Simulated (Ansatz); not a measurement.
`C=C(CC)C(C)C` + H₂ → `C=C(CC)CC` + CH₄  (hydrogenolysis of a C–C bond)

Calculated with Ansatz (gas phase, PBE0-D4/def2-TZVP geometries, no zero-point term in ΔE). CCSD(T)/CBS adds triple-zeta CCSD(T) − MP2 to the extrapolated MP2 energy (def2 sets, frozen cores). This one scheme is used for every species. DFT in def2-TZVPP. Each species was taken in one conformer, which may not be the lowest.

Is it downhill or uphill in electronic energy at CCSD(T)/CBS, and by how much? (Estimate.)

The calculation gave: Downhill: ΔE = -15.6 kcal/mol.

What do these levels give: CAM-B3LYP-D4, ωB97X-V, ωB97M-V, PBE-QIDH, PBE0, HF/def2-SVP, CCSD/def2-SVP, HF/def2-TZVPP, SCS-MP2/def2-TZVPP, HF/def2-QZVPP, MP2/def2-QZVPP, CCSD/CBS(def2)? (Estimate.)

Computed: CAM-B3LYP-D4 -17.5, ωB97X-V -16.4, ωB97M-V -16.3, PBE-QIDH -16.7, PBE0 -18.3, HF/def2-SVP -22.4, CCSD/def2-SVP -17.0, HF/def2-TZVPP -22.3, SCS-MP2/def2-TZVPP -15.9, HF/def2-QZVPP -22.3, MP2/def2-QZVPP -14.5, CCSD/CBS(def2) -16.9 kcal/mol.

Largest T1 diagnostic among the species: 0.009.

In def2-TZVPP, CCSD(T) changes the Hartree–Fock value by +6.6 kcal/mol (the triples alone add +1.2 kcal/mol) and MP2 by +7.8 kcal/mol. Leaving LDA and LC-ωPBE aside and taking each functional with its dispersion term where it has one, the values, not all of them listed here, spread over 3.7 kcal/mol, from B2PLYP to revPBE-D4. LDA lies +3.4 kcal/mol from PBE without D4. The D4 term adds +2.9 kcal/mol with B3LYP and +1.6 kcal/mol with PBE0; it sums over pairs of atoms, weighted by their polarisabilities, and B3LYP, whose exchange is more repulsive, gets the larger term.

B3LYP here is the variant with VWN-RPA as its local correlation; programs differ in this.
